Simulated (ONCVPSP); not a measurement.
# Before and after: ONCV potential for Cu

| Property | Result |
| --- | --- |
| Element | copper |
| Generator | ONCVPSP 4.0.1 |
| Type | optimised norm-conserving Vanderbilt (ONCV) |
| Functional | LDA (Perdew-Zunger) |
| Relativity | scalar-relativistic |
| Frozen core | [Ne] |
| Valence charge | 19 |
| Reference configuration | 3s2 3p6 3d10 4s1 |
| Partial waves | 3s+4s: rc 1.00 bohr, ncon 4, nbas 7, qcut 14 1/bohr, 2 projectors; 3p: rc 1.10 bohr, ncon 3, nbas 7, qcut 11.3 1/bohr, 1 projector; 3d: rc 1.25 bohr, ncon 3, nbas 7, qcut 10.5 1/bohr, 2 projectors, debl 3.5 Ha; f scattering state at 0.35 Ha: rc 1.05 bohr, ncon 3, nbas 6, qcut 11.5 1/bohr, 2 projectors, debl 2.3 Ha |
| Local potential | polynomial inside 0.95 bohr (lpopt 5, dvloc0 0 Ha) |
| Core correction | polynomial model core, fcfact 0.7 |

All-electron outer shells of the reference configuration (LDA (Perdew-Zunger), scalar-relativistic, ld1.x):

```tsv
shell	level (eV)	outermost node (bohr)	outermost maximum (bohr)
2p	-916.44	–	0.16
3s	-114.15	0.29	0.61
3p	-72.03	0.26	0.62
3d	-5.32	–	0.60
4s	-4.87	0.89	2.24
```

Change: s: qcut 9.4; p: qcut 7.6; d: qcut 7.1; f: qcut 7.7.

Cutoffs: the cutoffs (Ha) at which the residual kinetic energy of the hardest occupied pseudo-wave falls to 1 and 0.1 mHa per electron; they do not see the model core or the augmentation charge, which bear on the density cutoff. Errors are all-electron minus pseudo energies relative to the spin-unpolarised reference configuration.

Question: What does the change do?

Answer: Of the 3 tests that both files solve, the error grows in 3 and shrinks in 0 by more than 15 % and 0.3 meV (median size 4.1 → 7.8 meV); the range in which the p phases agree widens (upper end 3.2 → 4.5); neither file shows a bound ghost.

```csv
quantity,base,changed
"cutoffs, loose and tight","64 Ha, 75 Ha",not determined
bound ghosts,none,none
GHOST(+) flags under 300 eV,none,none
tests with a reliable result,3 of 4,3 of 4
"error for 3s2 3p6 3d10 4s0, meV [ΔE 8.44 eV]",+5.1,+7.8
"error for 3s2 3p6 3d9 4s0, meV [ΔE 30.12 eV]",-4.1,-40
"error for 3s2 3p6 3d10 4s0.5, meV [ΔE 3.30 eV]",+2.0,+2.5
s: phases at 1.01 bohr within 0.05 rad from the reference energy up to (Ha; the scan ends near 5),to the end of the scan,to the end of the scan
p: phases at 1.12 bohr within 0.05 rad from the reference energy up to (Ha; the scan ends near 5),3.2,4.5
d: phases at 1.27 bohr within 0.05 rad from the reference energy up to (Ha; the scan ends near 5),to the end of the scan,to the end of the scan
f: phases at 1.06 bohr within 0.05 rad from the reference energy up to (Ha; the scan ends near 5),to the end of the scan,to the end of the scan
"rms error of d²Exc/dni dnj with the model core, mHa",0.64,1.06
```
